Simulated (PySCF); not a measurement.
Structure problem from calculated spectra and properties.

Formula: C5H6N2O2S.

| Quantity | Value |
| --- | --- |
| 1H NMR | chemical shifts (computed TMS as zero) by class: 4.28 (3 H), 3.12 (3 H) ppm [GIAO PBE0/pcSseg-1] |
| Rotational structure | rotational constants A, B, C: 2.471, 0.797, 0.607 GHz [GFN2-xTB] |
| Dipole | 2.43 D [PBE0/pcSseg-1] |
| 13C NMR | chemical shifts (computed TMS as zero) by class: 178.7 (1 C), 169.8 (1 C), 150.0 (1 C), 54.1 (1 C), 15.4 (1 C) ppm [GIAO PBE0/pcSseg-1] |
| NMR, other nuclei | isotropic shieldings of nuclei other than C and H, by class: -219 (1 N), -179 (1 N), -89 (1 O), 141 (1 O), -63 (1 S) ppm [GIAO PBE0/pcSseg-1] |

The electronic properties come from PySCF, for the isolated species, density fitting. Levels stand in brackets. Geometry: GFN2-xTB, one conformer, isolated molecule. GFN2-xTB frequencies show an imaginary mode (78i cm⁻¹), so this geometry is no minimum at that level. NMR values are class means; diastereotopic atoms form classes of their own.

Problem. What is the compound? Reason from the data.

Solution. Numbering: `[CH3:1][O:2][C:3](=[O:4])[c:5]1[n:6][n:7][s:8][c:9]1[CH3:10]`. Its formula, C5H6N2O2S, gives 4 degrees of unsaturation: 1 ring and 3 π bonds in the structure found (Kekulé form). 5 carbons fall into 5 classes; from least to most shielded: substituted aromatic carbon [C9] (178.7 ppm), ester carbonyl carbon [C3] (169.8 ppm), substituted aromatic carbon [C5] (150.0 ppm), methoxy carbon [C1] (54.1 ppm), benzylic-type carbon [C10] (15.4 ppm). Hydrogen classes from least to most shielded: 3 H on a methoxy carbon, C1 (4.28 ppm), 3 H on a benzylic-type carbon, C10 (3.12 ppm). The other shieldings belong to: -219 ppm, pyridine-type nitrogen [N6]; -179 ppm, pyridine-type nitrogen [N7]; -89 ppm, ester carbonyl oxygen [O4]; 141 ppm, ester single-bonded oxygen [O2]; -63 ppm, ring sulfur [S8]. The optimised geometry has point group Cs and is an asymmetric top. Structure: `O=C(OC)c1nnsc1C`. Computed isomers that give other values at the same levels: `COC(=O)c1nnc(C)s1` (13C chemical shifts (computed TMS as zero) by class: 175.4 (1 C), 168.0 (1 C), 167.6 (1 C), 54.9 (1 C), 18.9 (1 C) ppm). The assignments are read from this structure; whether some other isomer fits the data as well wasn't checked.

Shape of the structure used: `[CH3:1][O:2][C:3](=[O:4])[c:5]1[n:6][n:7][s:8][c:9]1[CH3:10]`: C1–O2–C3–O4 0°, O2–C3–C5–N6 0°.
